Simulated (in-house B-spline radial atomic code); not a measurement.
**Ionising W⁴⁺ with different functionals**

Computed with an all-electron radial atomic-structure program (B-spline basis): four-component Dirac-Coulomb Hamiltonian, Fermi nucleus of rms radius 5.3658 fm, spin-restricted, spherical fractional occupations for the functionals. The ionisation energy is the difference of two self-consistent energies, [Xe] 4f14 5d2 → [Xe] 4f14 5d1, without Breit or QED terms; ε is the level of the shell that loses the electron (mean over j). The electron is taken from both j subshells in proportion to 2j + 1, so the result is a j average, not the step between ground levels.

Hybrids are left out here: with spherical fractional occupations of an open shell their exact exchange keeps a self-interaction that integer-occupation calculations don't have.

```
           method  rung  ΔSCF (eV)  -ε(5d) (eV)
         LDA VWN5   LDA      50.41        43.81
 relativistic LDA   LDA      50.42        43.82
         LDA PW92   LDA      50.40        43.80
LDA exchange-only   LDA      48.84        42.27
              PBE   GGA      50.06        43.46
           PBEsol   GGA      50.07        43.48
             BLYP   GGA      50.03        43.43
             RPBE   GGA      49.97        43.37
             PW91   GGA      50.16        43.55
             BP86   GGA      50.13        43.55
             AM05   GGA      50.06        43.47
             OLYP   GGA      50.10        43.47
```

How do they compare with the NIST value?

NIST lists 51.6 eV ± 0.3 (semi-empirical, ground level to ground level). Errors run from -2.76 to -1.18 eV. The correlated functionals all miss on the same side by more than they spread, so the cause is common to them (Breit-QED terms, spin polarisation, the choice among j levels, multiplet and fine-structure energies, or a listed next ion that isn't the cheapest removal here) and closeness doesn't rank the functionals.
